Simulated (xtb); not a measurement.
ethyl methyl carbonate (C4H8O3), singlet, at a GFN2-xTB geometry, atoms displaced at random by about 0.02 Å a coordinate; GFN2-xTB run with xtb.

Here is a job for xtb.
```
$ xtb mol.xyz --gfn 2 --opt sloppy --json

# file mol.xyz
15

C     -3.03791305    -0.39136425    -0.03181011
C     -1.75028450     0.38486596     0.32895176
O     -0.62950862    -0.36044772    -0.21028649
C      0.51829036     0.14873963     0.03000274
O      0.74918972     1.15085890     0.59524906
O      1.45897321    -0.65483741    -0.46677318
C      2.83198992    -0.22963564    -0.30752974
H     -3.01567685    -1.41808484     0.40153824
H     -3.90692067     0.15498600     0.31124221
H     -3.09390164    -0.51063507    -1.10718719
H     -1.79078194     1.32658491    -0.11371760
H     -1.64676400     0.46759502     1.41916735
H      3.41073189    -0.98569102    -0.77072509
H      2.99480937     0.75161814    -0.80404948
H      3.05793324    -0.09231489     0.75705589
```

The log (banner, timings and long lists left out):

```
   ID    Z sym.   atoms
    1    6 C      1, 2, 4, 7
    2    8 O      3, 5, 6
    3    1 H      8-15

           -------------------------------------------------
          |                Calculation Setup                |
           -------------------------------------------------

           -------------------------------------------------
          |                 G F N 2 - x T B                 |
           -------------------------------------------------

          ...................................................
          :                      SETUP                      :
          :.................................................:
          :  # basis functions                  36          :
          :  # atomic orbitals                  36          :
          :  # shells                           22          :
          :  # electrons                        42          :
          :  max. iterations                   250          :
          :  Hamiltonian                  GFN2-xTB          :
          :  restarted?                      false          :
          :  GBSA solvation                  false          :
          :  PC potential                    false          :
          :  electronic temp.          300.0000000     K    :
          :  accuracy                    1.0000000          :
          :  -> integral cutoff          0.2500000E+02      :
          :  -> integral neglect         0.1000000E-07      :
          :  -> SCF convergence          0.1000000E-05 Eh   :
          :  -> wf. convergence          0.1000000E-03 e    :
          :  Broyden damping             0.4000000          :
          :  net charge                          0          :
          :  unpaired electrons                  0          :
          ...................................................

 iter      E             dE          RMSdq      gap      omega  full diag
   1    -25.0475103 -0.250475E+02  0.485E+00    7.76       0.0  T
   2    -25.1054125 -0.579021E-01  0.256E+00    6.54       1.0  T
   3    -25.1062887 -0.876204E-03  0.113E+00    6.86       1.0  T
   4    -25.1071670 -0.878380E-03  0.135E-01    6.67       1.0  T
   5    -25.1072499 -0.828164E-04  0.731E-02    6.73       1.0  T
   6    -25.1072514 -0.157975E-05  0.122E-02    6.72       2.1  T
   7    -25.1072517 -0.259283E-06  0.503E-03    6.72       5.1  T
   8    -25.1072517 -0.266823E-07  0.165E-03    6.72      15.6  T
   9    -25.1072517 -0.441844E-08  0.467E-04    6.72      55.3  T
  10    -25.1072517 -0.554639E-09  0.176E-04    6.72     146.4  T

   *** convergence criteria satisfied after 10 iterations ***

         :::::::::::::::::::::::::::::::::::::::::::::::::::::
         ::                     SUMMARY                     ::
         :::::::::::::::::::::::::::::::::::::::::::::::::::::
         :: total energy             -24.859929196669 Eh    ::
         :: gradient norm              0.112031805895 Eh/a0 ::
         :: HOMO-LUMO gap              6.723823620390 eV    ::
         ::.................................................::
         :: SCC energy               -25.107271529983 Eh    ::
         :: -> isotropic ES            0.067252893895 Eh    ::
         :: -> anisotropic ES         -0.000436563627 Eh    ::
         :: -> anisotropic XC          0.000021369533 Eh    ::
         :: -> dispersion             -0.007517827109 Eh    ::
         :: repulsion energy           0.247342333315 Eh    ::
         :: add. restraining           0.000000000000 Eh    ::
         :: total charge              -0.000000000000 e     ::
         :::::::::::::::::::::::::::::::::::::::::::::::::::::

      -----------------------------------------------------------
     |                   =====================                   |
     |                        A N C O P T                        |
     |                   =====================                   |
     |               Approximate Normal Coordinate               |
     |                Rational Function Optimizer                |
      -----------------------------------------------------------
      -----------------------------------------------------------
     |                   =====================                   |
     |                        A N C O P T                        |
     |                   =====================                   |
     |               Approximate Normal Coordinate               |
     |                Rational Function Optimizer                |
      -----------------------------------------------------------

          ...................................................
          :                      SETUP                      :
          :.................................................:
          :   optimization level            sloppy          :
          :   max. optcycles                   200          :
          :   ANC micro-cycles                  20          :
          :   degrees of freedom                39          :
          :.................................................:
          :   RF solver                   davidson          :
          :   write xtbopt.log                true          :
          :   linear?                        false          :
          :   energy convergence         0.1000000E-03 Eh   :
          :   grad. convergence          0.6000000E-02 Eh/α :
          :   maxmium RF displ.          1.0000000          :
          :   Hlow (freq-cutoff)         0.1000000E-01      :
          :   Hmax (freq-cutoff)         5.0000000          :
          :   S6 in model hess.         20.0000000          :
          ...................................................

generating ANC from exact Hessian ...
Using Lindh-Hessian (1995)
 Shifting diagonal of input Hessian by    7.1885570117901304E-003
 Lowest  eigenvalues of input Hessian
    0.000000    0.000000    0.000000    0.000000    0.000000    0.000000
[...]
 * total energy  :   -24.8599292 Eh     change       -0.6377476E-10 Eh
 * total energy  :   -24.8668871 Eh     change       -0.6957873E-02 Eh
 * total energy  :   -24.8677276 Eh     change       -0.8405202E-03 Eh
 * total energy  :   -24.8678190 Eh     change       -0.9136675E-04 Eh
 * total energy  :   -24.8678524 Eh     change       -0.3342822E-04 Eh
   *** GEOMETRY OPTIMIZATION CONVERGED AFTER 5 ITERATIONS ***
         :: total energy             -24.867852384860 Eh    ::
[...]
         :: total charge              -0.000000000000 e     ::
         :::::::::::::::::::::::::::::::::::::::::::::::::::::

           -------------------------------------------------
          |                Property Printout                |
           -------------------------------------------------

    * Orbital Energies and Occupations

         #    Occupation            Energy/Eh            Energy/eV
      -------------------------------------------------------------
         1        2.0000           -0.7594141             -20.6647
       ...           ...                  ...                  ...
         9        2.0000           -0.6022657             -16.3885
        10        2.0000           -0.5691893             -15.4884
        11        2.0000           -0.5570172             -15.1572
        12        2.0000           -0.5406060             -14.7106
        13        2.0000           -0.5236966             -14.2505
        14        2.0000           -0.5200259             -14.1506
        15        2.0000           -0.4874981             -13.2655
        16        2.0000           -0.4834326             -13.1549
        17        2.0000           -0.4792473             -13.0410
        18        2.0000           -0.4727959             -12.8654
        19        2.0000           -0.4543704             -12.3640
        20        2.0000           -0.4418191             -12.0225
        21        2.0000           -0.4409324             -11.9984 (HOMO)
        22                         -0.2106771              -5.7328 (LUMO)
        23                         -0.0223232              -0.6074
        24                          0.0614347               1.6717
        25                          0.1048452               2.8530
        26                          0.1278150               3.4780
        27                          0.1364478               3.7129
        28                          0.1398234               3.8048
        29                          0.1647800               4.4839
        30                          0.1717497               4.6735
        31                          0.1902554               5.1771
        32                          0.2310073               6.2860
       ...                                ...                  ...
        36                          0.6872220              18.7003
      -------------------------------------------------------------
                  HL-Gap            0.2302552 Eh            6.2656 eV
             Fermi-level           -0.3258047 Eh           -8.8656 eV

     #   Z          covCN         q      C6AA      α(0)
     1   6 C        3.751    -0.117    22.811     6.811
     2   6 C        3.706     0.084    19.321     6.283
     3   8 O        1.704    -0.267    18.425     5.795
     4   6 C        2.639     0.482    19.007     7.132
     5   8 O        0.856    -0.452    22.746     6.394
     6   8 O        1.704    -0.264    18.383     5.789
     7   6 C        3.662     0.030    20.330     6.469
     8   1 H        0.925     0.063     2.160     2.298
     9   1 H        0.925     0.057     2.237     2.339
    10   1 H        0.925     0.064     2.156     2.296
    11   1 H        0.924     0.054     2.266     2.354
    12   1 H        0.924     0.055     2.263     2.353
    13   1 H        0.925     0.078     1.998     2.210
    14   1 H        0.924     0.066     2.126     2.280
    15   1 H        0.924     0.067     2.121     2.278

 Mol. C6AA /au·bohr⁶  :       1851.522181
 Mol. C8AA /au·bohr⁸  :      38953.516805
 Mol. α(0) /au        :         63.082140

Wiberg/Mayer (AO) data.
largest (>0.10) Wiberg bond orders for each atom

 ---------------------------------------------------------------------------
     #   Z sym  total        # sym  WBO       # sym  WBO       # sym  WBO
 ---------------------------------------------------------------------------
     1   6 C    3.989 --     2 C    1.020     8 H    0.985    10 H    0.984
                             9 H    0.983
     2   6 C    3.916 --     1 C    1.020    12 H    0.970    11 H    0.970
                             3 O    0.929
     3   8 O    2.284 --     4 C    1.113     2 C    0.929     5 O    0.150
     4   6 C    3.927 --     5 O    1.675     3 O    1.113     6 O    1.096
     5   8 O    1.995 --     4 C    1.675     3 O    0.150     6 O    0.147
     6   8 O    2.277 --     4 C    1.096     7 C    0.954     5 O    0.147
     7   6 C    3.915 --    13 H    0.981    14 H    0.978    15 H    0.978
                             6 O    0.954
     8   1 H    0.996 --     1 C    0.985
     9   1 H    0.996 --     1 C    0.983
    10   1 H    0.996 --     1 C    0.984
    11   1 H    0.997 --     2 C    0.970
    12   1 H    0.997 --     2 C    0.970
    13   1 H    0.993 --     7 C    0.981
    14   1 H    0.996 --     7 C    0.978
    15   1 H    0.996 --     7 C    0.978
 ---------------------------------------------------------------------------

Topologies differ in total number of bonds
Writing topology from bond orders to xtbtopo.mol

molecular dipole:
                 x           y           z       tot (Debye)
 q only:       -0.249      -0.304      -0.155
   full:       -0.197      -0.268      -0.139       0.917
molecular quadrupole (traceless):
                xx          xy          yy          xz          yz          zz
 q only:       11.707      -1.960      -7.177      -2.109      -2.030      -4.530
  q+dip:        8.494      -2.638      -6.629      -2.057      -3.859      -1.865
   full:        9.588      -2.597      -7.198      -2.144      -3.894      -2.390

optimized geometry written to: xtbopt.xyz

           -------------------------------------------------
          | TOTAL ENERGY              -24.867852384860 Eh   |
          | GRADIENT NORM               0.003025713995 Eh/α |
          | HOMO-LUMO GAP               6.265563985706 eV   |
           -------------------------------------------------

normal termination of xtb
```
